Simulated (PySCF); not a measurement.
Isomers of C4H6F2O2Si, mass 152.011 u with the commonest isotopes. Method used: CAM-B3LYP/def2-SVPD in PySCF (dipole) on a GFN2-xTB geometry, gas phase. One conformer each, none proved a minimum here; rigid rotors.

Question: Order these by dipole moment, largest first.
A. `[O:1]=[C:2]1[CH2:3][O:4][C@@H:5]([SiH2:6][F:7])[C@@H:8]1[F:9]` with O4–C5–Si6–F7 67°, O1–C2–C3–O4 -177°, C2–C3–O4–C5 -18°, C3–O4–C5–Si6 -97°, O4–C5–C8–F9 95°
B. `[F:1][CH:2]([F:3])[C:4]1=[CH:5][O:6][SiH2:7][CH2:8][O:9]1` with F1–C2–C4–C5 -67°, C4–C5–O6–Si7 4°, C5–O6–Si7–C8 -24°, O6–Si7–C8–O9 44°, Si7–C8–O9–C4 -47°
C. `[O:1]=[CH:2]/[C:3](=[CH:4]\[O:5][SiH3:6])[CH:7]([F:8])[F:9]` with O1–C2–C3–C4 0°, C3–C4–O5–Si6 -1°, C2–C3–C7–F8 -124°
D. `[O:1]=[CH:2][C@@H:3]1[O:4][CH2:5][C@@H:6]([F:7])[Si@H:8]1[F:9]` with O1–C2–C3–O4 -169°, C2–C3–O4–C5 -160°, C3–O4–C5–C6 51°, O4–C5–C6–F7 -157°, C5–C6–Si8–F9 -100°
E. `[O:1]=[CH:2][O:3][C@@:4]1([F:5])[SiH2:6][CH2:7][C@@H:8]1[F:9]` with O1–C2–O3–C4 -5°, C2–O3–C4–F5 -98°, O3–C4–Si6–C7 138°, C4–Si6–C7–C8 -17°, Si6–C7–C8–F9 143°, O3–C4–C8–C7 -144°

Answer: B (3.47 D), A (3.32 D), D (2.87 D), E (2.63 D), C (0.79 D).

Question: Order these by rotational constant B, smallest first.
A. `[F:1][CH:2]([F:3])[C:4]1=[CH:5][O:6][SiH2:7][CH2:8][O:9]1` with F1–C2–C4–C5 -67°, C4–C5–O6–Si7 4°, C5–O6–Si7–C8 -24°, O6–Si7–C8–O9 44°, Si7–C8–O9–C4 -47°
B. `[O:1]=[CH:2][C@@H:3]1[O:4][CH2:5][C@@H:6]([F:7])[Si@H:8]1[F:9]` with O1–C2–C3–O4 -169°, C2–C3–O4–C5 -160°, C3–O4–C5–C6 51°, O4–C5–C6–F7 -157°, C5–C6–Si8–F9 -100°
C. `[O:1]=[C:2]1[CH2:3][O:4][C@@H:5]([SiH2:6][F:7])[C@@H:8]1[F:9]` with O4–C5–Si6–F7 67°, O1–C2–C3–O4 -177°, C2–C3–O4–C5 -18°, C3–O4–C5–Si6 -97°, O4–C5–C8–F9 95°
D. `[O:1]=[CH:2][O:3][C@@:4]1([F:5])[SiH2:6][CH2:7][C@@H:8]1[F:9]` with O1–C2–O3–C4 -5°, C2–O3–C4–F5 -98°, O3–C4–Si6–C7 138°, C4–Si6–C7–C8 -17°, Si6–C7–C8–F9 143°, O3–C4–C8–C7 -144°
E. `[O:1]=[CH:2]/[C:3](=[CH:4]\[O:5][SiH3:6])[CH:7]([F:8])[F:9]` with O1–C2–C3–C4 0°, C3–C4–O5–Si6 -1°, C2–C3–C7–F8 -124°

Answer: E (759.5 MHz), A (830.2 MHz), B (1046 MHz), C (1074 MHz), D (1239 MHz).

Question: Order these by rotational constant A, largest first.
A. `[O:1]=[CH:2][O:3][C@@:4]1([F:5])[SiH2:6][CH2:7][C@@H:8]1[F:9]` with O1–C2–O3–C4 -5°, C2–O3–C4–F5 -98°, O3–C4–Si6–C7 138°, C4–Si6–C7–C8 -17°, Si6–C7–C8–F9 143°, O3–C4–C8–C7 -144°
B. `[F:1][CH:2]([F:3])[C:4]1=[CH:5][O:6][SiH2:7][CH2:8][O:9]1` with F1–C2–C4–C5 -67°, C4–C5–O6–Si7 4°, C5–O6–Si7–C8 -24°, O6–Si7–C8–O9 44°, Si7–C8–O9–C4 -47°
C. `[O:1]=[C:2]1[CH2:3][O:4][C@@H:5]([SiH2:6][F:7])[C@@H:8]1[F:9]` with O4–C5–Si6–F7 67°, O1–C2–C3–O4 -177°, C2–C3–O4–C5 -18°, C3–O4–C5–Si6 -97°, O4–C5–C8–F9 95°
D. `[O:1]=[CH:2]/[C:3](=[CH:4]\[O:5][SiH3:6])[CH:7]([F:8])[F:9]` with O1–C2–C3–C4 0°, C3–C4–O5–Si6 -1°, C2–C3–C7–F8 -124°

Answer: B (3067 MHz), D (2826 MHz), A (2205 MHz), C (2016 MHz).

```json
{"SMILES": "FC(F)C1=CO[SiH2]CO1", "point group": "C1", "Ia (u·Å²)": "164.79", "Ib (u·Å²)": "608.75", "Ic (u·Å²)": "676.52", "κ": "-0.93", "μa (D)": "3.13", "μb (D)": "1.51", "μc (D)": "0.08"}
{"SMILES": "O=CO[C@@]1(F)[SiH2]C[C@@H]1F", "point group": "C1", "Ia (u·Å²)": "229.22", "Ib (u·Å²)": "408.03", "Ic (u·Å²)": "520.78", "κ": "-0.57", "μa (D)": "1.22", "μb (D)": "1.23", "μc (D)": "1.99"}
{"SMILES": "O=C[C@@H]1OC[C@@H](F)[Si@H]1F", "point group": "C1", "Ia (u·Å²)": "228.62", "Ib (u·Å²)": "483.11", "Ic (u·Å²)": "650.02", "κ": "-0.63", "μa (D)": "1.44", "μb (D)": "2.00", "μc (D)": "1.47"}
{"SMILES": "O=C/C(=C\\O[SiH3])C(F)F", "point group": "–", "Ia (u·Å²)": "178.83", "Ib (u·Å²)": "665.44", "Ic (u·Å²)": "749.16", "κ": "-0.92", "μa (D)": "0.14", "μb (D)": "0.77", "μc (D)": "0.06"}
{"SMILES": "O=C1CO[C@@H]([SiH2]F)[C@@H]1F", "point group": "C1", "Ia (u·Å²)": "250.69", "Ib (u·Å²)": "470.54", "Ic (u·Å²)": "524.17", "κ": "-0.79", "μa (D)": "2.84", "μb (D)": "1.53", "μc (D)": "0.75"}
```
